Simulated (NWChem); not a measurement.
Species: Si$_{2}$HCl$_{4}$, doublet; SMILES Cl[SiH][Si](Cl)(Cl)Cl

```xyz
7

Cl    -0.3130    -2.9891     0.0176
Si     1.0982    -1.4770     0.0678
Si     0.0477     0.6020    -0.0283
Cl    -1.2811     0.9277     1.5065
Cl    -0.9599     0.7973    -1.8052
Cl     1.5297     2.0263     0.0700
H      1.9303    -1.6242     1.3017
```
Atoms are numbered in this order, from 1.

Level: PBE0/def2-SVP, spin-unrestricted (NWChem), optimised geometry, unscaled harmonic frequencies. 

Q: List the harmonic frequencies with IR intensities, and the thermochemistry.

A: 
```tsv
frequency (cm⁻¹)	IR intensity (km/mol)
33	0.7
55	1.0
107	0.2
135	0.3
176	3.7
185	5.7
218	21.1
366	3.8
513	22.9
532	156.0
584	16.5
608	136.6
619	147.5
742	65.1
2214	76.3
```

```
Property                                                                                              Result
-----------------------------------------------------------------------------------------  -----------------
zero-point energy                                                                              10.1 kcal/mol
thermal correction to the enthalpy at 298.15 K (with zero-point energy)                        16.3 kcal/mol
heat capacity Cv                                                                            27.1 cal/(mol K)
entropy at 298.15 K and 1 atm (symmetry number 1, electronic part: spin degeneracy alone)  100.9 cal/(mol K)
dipole moment                                                                                         1.25 D
```

Rigid rotor and harmonic oscillator; modes under 100 cm⁻¹ make the entropy uncertain.
